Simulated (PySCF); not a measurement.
C₂H₄FNOSi, SMILES O[Si@H]1[C@H](N=C1)F.

Coordinates come from a r2SCAN-D4/def2-SVP optimisation. The structure was generated by enumeration; whether it is a known compound was not checked. Other conformers were not sampled.

Two levels are set side by side: PBE/def2-TZVP (PySCF) and PBE0/def2-TZVP (PySCF). Same geometry, gas phase. Differences are taken from unrounded values.

| quantity | PBE0 |
|---|---|
| orbital gap (eV) | 5.83 |
| highest occupied level (eV) | -7.31 |
| lowest empty level (eV) | -1.48 |
| dipole moment (D) | 1.59 |
| mean polarisability (bohr³) | 55.0 |

### Question
What does PBE give, and how far is it from PBE0? (Estimate from the structure and the level; the computed values follow.)

### Answer

| quantity | PBE | PBE minus PBE0 |
|---|---|---|
| orbital gap (eV) | 3.34 | -2.49 |
| highest occupied level (eV) | -5.90 | 1.40 |
| lowest empty level (eV) | -2.56 | -1.09 |
| dipole moment (D) | 1.37 | -0.22 |
| mean polarisability (bohr³) | 57.4 | 2.5 |

PBE's occupied levels lie high since its potential decays too fast outside the molecule; exact exchange lowers them and widens the gap. PBE's more diffuse valence density responds more strongly to a field. Differences between two approximate levels are no errors against the true value.

Rough cost on one machine, each run with all the roots and properties that it gave: PBE0 against PBE within a factor of 2.
